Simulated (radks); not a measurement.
The numbers below are computed, except where a source is named.
Ionisation of Ba, [Xe] 6s2, to Ba+, [Xe] 6s1, under several functionals. Dirac Kohn-Sham, spin-unpolarised, spherical densities, point nucleus; a radial shooting solver on a logarithmic mesh with Libxc functionals. The NIST Atomic Spectra Database gives 5.212 eV (measured). Rank these functionals by the error of their Delta-SCF ionisation energy: exchange-only LDA; LDA (Slater exchange, VWN5 correlation); OLYP; B86b exchange with PBE correlation; exchange-only PBE; PW91; SOGGA.

Answer. From best to worst: SOGGA 5.283 eV (+0.072); B86b exchange with PBE correlation 5.384 eV (+0.172); PW91 5.392 eV (+0.180); OLYP 5.019 eV (-0.192); LDA (Slater exchange, VWN5 correlation) 5.536 eV (+0.324); exchange-only PBE 4.815 eV (-0.397); exchange-only LDA 4.729 eV (-0.483). Spin polarisation and multiplet splitting are left out, so open shells lie too high by an amount that depends on their filling.

Beside tabulated values, note that spin-unpolarised runs miss the spin-polarisation part of the exchange energy of open shells.
